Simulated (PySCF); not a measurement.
Ionisation energy of Ni²¹⁺ by level of theory

Ni²¹⁺ [He] 2s2 2p3 (4S) → Ni²²⁺ [He] 2s2 2p2 (3P), as a difference of total energies. Calculation: PySCF 2.14, in an even-tempered Gaussian basis (17 s from 5.1 bohr⁻², ratio 2.2; 11 p from 6.6 bohr⁻², ratio 2.2; 6 d from 28 bohr⁻², ratio 2.4; 5 f from 42 bohr⁻², ratio 2.4; 4 g from 63 bohr⁻², ratio 2.4); no relativity, point nucleus. Correlated levels: nothing frozen; virtual orbitals above 40 to 60 times the deepest correlated orbital energy dropped. The calculations carry no spin-orbit coupling.

```tsv
method	ionisation energy (eV)
UHF	1887.2
LDA	1885.8
PBE	1885.8
PBE0	1886.5
r2SCAN	1888.0
TPSS	1885.8
M06	1888.4
MP2 (all electrons)	1887.2
SCS-MP2 (all electrons)	1886.7
```

A first-order spin-orbit estimate (lowest level to lowest level, LS coupling) adds -12.538 eV.

These non-relativistic numbers lack the scalar-relativistic shift.

For comparison: 1880 ± 5 eV (semi-empirical (NIST evaluation); NIST Atomic Spectra Database, ionization energies).
